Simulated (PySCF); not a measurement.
A geometry optimisation on `B[PH][PbH3]`.

Computed with PBE0-D3(BJ)/def2-SVP geometry optimisation, gas phase, def2 core potentials past Kr (PySCF 2.14.0). Start geometry: GFN2-xTB. The input is one job of a driver script: a line of settings, then coordinates in Å.

Input:
```
{"job": {"xc": "PBE0", "basis": "def2-SVP", "d3": "d3bj", "grid": 1, "maxiter": 30, "shake": 0.01, "kind": "geom"}, "charge": 0, "multiplicity": 1}
B      1.882040    -0.263640    -0.399000
P      0.769790    -0.491240     1.059900
Pb    -1.587690     0.011550     0.085720
H      1.673090    -0.823490    -1.392620
H      2.843170     0.374710    -0.299760
H      0.918500     0.707930     1.747460
H     -2.819910    -0.817820     0.976930
H     -1.696360    -0.462740    -1.595270
H     -1.924820     1.747580     0.210160
```

Task: Estimate the output.

Result: 
```
step   0  E = -562.30162416  max force = 0.021654
step   1  E = -562.30575736  max force = 0.003670
step   2  E = -562.30589245  max force = 0.000927
step   3  E = -562.30591630  max force = 0.000634
step   4  E = -562.30592886  max force = 0.000405
optimisation converged
```

Energies in Eh; «max force» is the largest Cartesian gradient component in Eh/bohr.

Task: Give the first gradient maximum in eV/Å.

Result: With 1 Eh/bohr = 51.422 eV/Å, 1.113 eV/Å.

Task: How much energy does the optimisation release, in kJ/mol?

Result: E(step 0) − E(last step) = 0.004305 Eh, which is 11.3 kJ/mol.

Main results: final energy -562.30593 Eh after 4 steps; dipole 1.46 D.

Task: Give the final coordinates.

Result: 0.094 Å rms from the input after alignment:
```
atom  x, y, z in Å
B1     1.8505   -0.0865   -0.3999
P2     0.7536   -0.3909    1.0720
Pb3   -1.6023   -0.0916    0.0594
H4     1.6380   -0.7102   -1.4127
H5     2.8312    0.6109   -0.3071
H6     0.8967    0.7929    1.8477
H7    -2.7356   -0.9893    1.0643
H8    -1.5482   -0.7567   -1.5659
H9    -2.0220    1.6181    0.0385
```

Task: Estimate the wall time. Hardware: an Arm Neoverse V1 with one thread, no GPU (shared host). And the peak memory of the process?

Result: About 18 s, with 0.38 GiB resident at the peak, the Python interpreter and its libraries included.
Labels such as C1 count atoms from 1, the log's own numbers from 0.
